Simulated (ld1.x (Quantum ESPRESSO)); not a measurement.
# Varying the TM potential for europium (Eu)

Base potential:

ld1.x (Quantum ESPRESSO) 7.5 input, shortened:

```
&input
   title='Eu', zed=63., rel=1, dft='PBE', iswitch=3,
   config='[Xe] 4f6 5d1 6s2 6p0'
 /
 &inputp
   pseudotype=2, tm=.true., lloc=-1, rcloc=1.95,
   nlcc=.false.
 /
4
5S  1  0   2.00   0.00  1.40  1.40  0.0
5P  2  1   6.00   0.00  1.90  1.90  0.0
5D  3  2   1.00   0.00  2.60  2.60  0.0
4F  4  3   6.00   0.00  1.45  1.45  0.0
 &test
   configts(1)='4f6 5s2 5p6 5d1 6s2 6p0'
 /
```

Occupied shells without a wave of their own: 6s. They enter only through the test configuration that unscreens the potential.

All-electron outer shells of the reference configuration (PBE, scalar-relativistic, ld1.x):

| shell | level (eV) | outermost node (bohr) | outermost maximum (bohr) |
| --- | --- | --- | --- |
| 4p | -265.34 | 0.30 | 0.55 |
| 4d | -141.58 | 0.27 | 0.57 |
| 5s | -48.22 | 0.67 | 1.21 |
| 5p | -26.63 | 0.72 | 1.38 |
| 4f | -8.36 | – | 0.59 |
| 6s | -4.06 | 1.63 | 3.43 |
| 5d | -2.64 | 0.81 | 1.98 |
| 6p | -1.33 | 1.96 | 4.63 |

Cutoffs, loose and tight: the cutoffs (Ry, on a coarse ladder) from which the occupation-weighted sum of valence levels, in a spherical-Bessel basis at the reference potential, stays within 10 and 1 mRy of its value at 400 Ry. They do not see the model core or the augmentation charge, which bear on the density cutoff. Test errors are all-electron minus pseudo excitation energies from the reference, over the configurations 4f7 5s2 5p6 5d0 6s2 6p0; 4f7 5s2 5p6 5d0 6s1 6p0; 4f7 5s2 5p6 5d0 6s0 6p0; 4f6 5s2 5p6 5d0 6s2 6p0; 4f7 5s2 5p5 5d0 6s2 6p0; 4f7 5s2 5p6 5d0.5 6s1.5 6p0; 4f6 5s2 5p6 5d1 6s1 6p0. A dash means not determined; rows that change the core or the reference have their own tests.

A true bound ghost makes a file unfit for plane-wave use even where its test errors are small: the radial tests pick states by their node count and pass the ghost by.

```csv
change,outcome,"cutoff, loose","cutoff, tight",bound ghosts,largest test error (meV)
base,generated,180 Ry,300 Ry,none,-113
wave 5d (bound): rc 2.60 bohr becomes 5d (bound): rc 2.76 bohr,generated,180 Ry,300 Ry,none,-114
wave 5p (bound): rc 1.90 bohr becomes 5p (bound): rc 1.64 bohr,generated,180 Ry,300 Ry,none,-157
"core [Kr] 4d10 4f7, valence charge 10; reference 5s2 5p6 5d0 6s1.5 6p0.5; waves now 5s (bound): rc 2.25 bohr; 5p (bound): rc 2.60 bohr; 5d (bound): rc 2.10 bohr; local potential all-electron potential smoothed inside 1.90 bohr (lloc = -2)",generated,18 Ry,35 Ry,none,-706
wave 5s (bound): rc 1.40 bohr becomes 5s (bound): rc 0.92 bohr,generated,300 Ry,over 300 Ry,s,-208
local potential the s channel,generated,180 Ry,300 Ry,none,-212
```

(1) What comes out with this change to the base: wave 4f (bound): rc 1.45 bohr becomes 4f (bound): rc 1.40 bohr?

Results:

(1) outcome: generated; cutoff, loose: 200 Ry; cutoff, tight: 300 Ry; bound ghosts: none; largest test error (meV): -168.
